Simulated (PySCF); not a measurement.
OSr, SMILES [O]=[Sr]. The structure is a stationary point at PBE-D3(BJ)/def2-TZVPD. The def2 effective core potentials stand for the cores of Sr; spin–orbit coupling is left out.

Computed equilibrium geometry at PBE-D3(BJ)/def2-TZVPD (PySCF confirms it by a frequency run) as a Z-matrix, and its point group:
point group C∞v.
```
O
Sr 1 1.9438
```
Charge 0, spin multiplicity 1.
